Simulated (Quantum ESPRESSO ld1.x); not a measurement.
Neutral tungsten, configuration [Xe] 4f14 5d3.75 6s2 7s0.25 (fractional occupations, a model configuration). Calculated with ld1.x of Quantum ESPRESSO 7.5: Dirac Kohn-Sham, LDA (Slater exchange, Perdew-Zunger correlation), spin-unpolarised, spherical densities, point nucleus; open shells fill j = l - 1/2 first. Some entries of the table are withheld. Estimate them.

| orbital | occ. | eigenvalue (hartree) | r(max) (bohr) | <r^2> (bohr^2) |
|---|---|---|---|---|
| 1s1/2 | 2 | -2548.2927 | 0.011 | 0.0004634 |
| 2s1/2 | 2 | -439.6081 | 0.066 | 0.007068 |
| 2p1/2 | 2 | -420.4950 | 0.049 | 0.005045 |
| 2p3/2 | 4 | -370.8323 | 0.056 | 0.006246 |
| 3s1/2 | 2 | -101.2512 | 0.185 | 0.04620 |
| 3p1/2 | 2 | -92.7264 | 0.173 | 0.04237 |
| 3p3/2 | 4 | -81.9904 | 0.188 | 0.04897 |
| 3d3/2 | 4 | -67.5969 | 0.148 | 0.03795 |
| 3d5/2 | 6 | -65.2604 | 0.151 | 0.03976 |
| 4s1/2 | 2 | -20.8947 | 0.421 | 0.2286 |
| 4p1/2 | 2 | -17.3613 | 0.421 | 0.2356 |
| 4p3/2 | 4 | -14.8644 | 0.449 | 0.2714 |
| 4d3/2 | 4 | -9.0526 | 0.446 | 0.2958 |
| 4d5/2 | 6 | -8.5925 | 0.457 | 0.3093 |
| 5s1/2 | 2 | -2.9501 | 0.961 | 1.282 |
| 5p1/2 | 2 | -1.9005 | (1) | (2) |
| 5p3/2 | 4 | -1.5362 | (3) | (4) |
| 4f5/2 | 6 | -1.3136 | 0.425 | 0.4569 |
| 4f7/2 | 8 | -1.2312 | 0.432 | 0.4727 |
| 6s1/2 | 2 | -0.2525 | 2.61 | 10.96 |
| 5d3/2 | 3.75 | (5) | 1.47 | 4.796 |
| 5d5/2 | 0 | (6) | 1.52 | 5.264 |
| 6p1/2 | 0 | -0.0963 | 3.35 | 20.82 |
| 6p3/2 | 0 | -0.0755 | 3.74 | 26.65 |
| 7s1/2 | 0.25 | -0.0265 | 9.62 | (7) |
| 6d3/2 | 0 | -0.0039 | 14.1 | 315.0 |
| 6d5/2 | 0 | -0.0038 | 14.2 | 320.0 |

Answer. 
(1) 5p1/2 r(max) (bohr): 1.03
(2) 5p1/2 <r^2> (bohr^2): 1.571
(3) 5p3/2 r(max) (bohr): 1.12
(4) 5p3/2 <r^2> (bohr^2): 1.869
(5) 5d3/2 eigenvalue (hartree): -0.2309
(6) 5d5/2 eigenvalue (hartree): -0.2034
(7) 7s1/2 <r^2> (bohr^2): 136.4
